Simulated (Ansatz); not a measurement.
```yaml
crystal:
  periodic: [false, false, false]
  atoms:
    - {symbol: C, position_ang: [1.044936, -0.883524, -2.765974]}
    - {symbol: N, position_ang: [0.801932, -0.772642, -1.252586]}
    - {symbol: Mo, position_ang: [0.648604, -0.066576, 0.212557]}
    - {symbol: N, position_ang: [1.910251, 0.657959, 1.104873]}
    - {symbol: N, position_ang: [-0.841758, 1.059344, 0.073544]}
    - {symbol: C, position_ang: [-1.508642, 1.927500, -0.449414]}
    - {symbol: O, position_ang: [-0.081530, -1.484678, 1.241861]}
    - {symbol: C, position_ang: [-0.939722, -1.617508, 2.344339]}
    - {symbol: H, position_ang: [2.126343, -0.796626, -2.979976]}
    - {symbol: H, position_ang: [0.538745, -0.225887, -3.200346]}
    - {symbol: H, position_ang: [0.825521, -1.920785, -2.801905]}
    - {symbol: H, position_ang: [3.032016, 0.657533, 0.811933]}
    - {symbol: H, position_ang: [2.039274, 1.870873, 1.440637]}
    - {symbol: H, position_ang: [-2.696745, 1.733600, -0.177776]}
    - {symbol: H, position_ang: [-1.679945, 1.688268, -1.610233]}
    - {symbol: H, position_ang: [-1.440375, 2.916869, -0.315474]}
    - {symbol: H, position_ang: [-0.688495, -1.193677, 3.315984]}
    - {symbol: H, position_ang: [-1.561749, -2.612809, 2.313581]}
    - {symbol: H, position_ang: [-1.849885, -0.789031, 2.223172]}
basis:
  gaussian: {orbitals: def2-TZVPD}
hamiltonian: {xc: {name: LC-wPBE}}
accuracy: high
relax: {f_tol: 0.0001, max_steps: 3}
output: {forces: true}
```

```sh
$ ansatz run in.yaml --threads 4 --pin off --events-out ev --progress --plain --max-ram 66560MiB --backend cuda --devices 0, --max-vram 37GiB
```

Shortened log:

```
Functional definition: LC-wPBE
7559 factors; integrals over basis functions are off by at most 2.2e-9 eV
1547 factors; integrals over basis functions are off by at most 9.5e-10 eV
mean field evaluation 1: about -11637.4480 eV, gradient 1.0e2 eV
mean field evaluation 2: about -11595.2152 eV, gradient 1.9e2 eV
mean field evaluation 4: about -11655.9269 eV, gradient 1.2e1 eV
mean field evaluation 8: about -11656.1951 eV, gradient 5.3e-1 eV
mean field evaluation 16: about -11656.1966 eV, gradient 3.8e-3 eV
mean field evaluation 32: about -11656.1966 eV, gradient 3.1e-7 eV
mean field -11656.19657691 eV, -428.3573233476 hartree, gradient 7.8e-8 eV, S^2 0.000000; 0 other end points of the search recorded, 0 dependent functions left out
reference -11656.19657691 eV, -428.3573233476 hartree; 36, 36 occupied and 365, 365 virtual orbitals, 7559 factors
relax step   1: F+E_penalty+E_count = -11656.19657691 eV  Δ(F+E_penalty+E_count) = +0.000e0 eV  max|allowed force component| = 1.548e1 eV/Å  Δτ_max = 0.0000 Å  (50 SCF iters, accepted)
7572 factors; integrals over basis functions are off by at most 2.8e-9 eV
1547 factors; integrals over basis functions are off by at most 1.6e-9 eV
mean field -11662.48587750 eV, -428.5884508813 hartree, gradient 2.2e-8 eV, S^2 0.000000; 0 other end points of the search recorded, 0 dependent functions left out
reference -11662.48587750 eV, -428.5884508813 hartree; 36, 36 occupied and 365, 365 virtual orbitals, 7572 factors
relax step   2: F+E_penalty+E_count = -11662.48587750 eV  Δ(F+E_penalty+E_count) = -6.289e0 eV  max|allowed force component| = 5.345e0 eV/Å  Δτ_max = 0.1940 Å  (61 SCF iters, accepted)
7576 factors; integrals over basis functions are off by at most 3.0e-9 eV
1547 factors; integrals over basis functions are off by at most 1.7e-9 eV
mean field -11663.10072415 eV, -428.6110460788 hartree, gradient 2.5e-8 eV, S^2 0.000000; 0 other end points of the search recorded, 0 dependent functions left out
reference -11663.10072415 eV, -428.6110460788 hartree; 36, 36 occupied and 365, 365 virtual orbitals, 7576 factors
relax step   3: F+E_penalty+E_count = -11663.10072415 eV  Δ(F+E_penalty+E_count) = -6.148e-1 eV  max|allowed force component| = 3.630e0 eV/Å  Δτ_max = 0.2000 Å  (56 SCF iters, accepted)
Error: geometry relaxation did not converge after 3 steps: max|allowed force component| = 3.63e0 eV/Å (threshold 1.0e-4). Raise `relax.max_steps` over both its present limit and 3, loosen `relax.f_tol`, or start from a geometry closer to equilibrium. Where this run's directory can be resumed (`checkpoint.write`), a resume goes on for up to `relax.max_steps` more
```

Problem. What is wrong with this run?

Solution. The relaxation is allowed too few steps for its threshold. The run did not converge.
